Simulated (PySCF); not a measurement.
In(F)(Me)(OMe) (C₂H₆FInO), SMILES [F][In]([CH3])[O]C.

Coordinates come from a PBE-D3(BJ)/def2-SVP optimisation. The structure was generated by enumeration; whether it is a known compound was not checked. The def2 effective core potentials stand for the cores of In; spin–orbit coupling is left out. Other conformers were not sampled.

The numbers are results of IEF-PCM-M06-2X/def2-SVP (PySCF), not measurements.

The values are the electrostatic part of the solvation free energy, E(continuum) − E(gas) at the gas-phase geometry, in a cavity of scaled van der Waals radii (PySCF's table); cavitation and dispersion terms are not included. A continuum can't describe solvent molecules that bind to the metal. In vacuum the orbital gap is 8.36 eV. The dipole moment in vacuum is 4.72 D.

```json
[
 {"solvent": "water", "ε": "78.36", "ΔG(elec) (kcal/mol)": "-12.9", "dipole (D)": "5.76", "gap (eV)": "8.75"},
 {"solvent": "2-propanol", "ε": "19.26", "ΔG(elec) (kcal/mol)": "-12.1", "dipole (D)": "5.69", "gap (eV)": "8.72"},
 {"solvent": "dichloromethane", "ε": "8.93", "ΔG(elec) (kcal/mol)": "-10.9", "dipole (D)": "5.59", "gap (eV)": "8.69"}
]
```
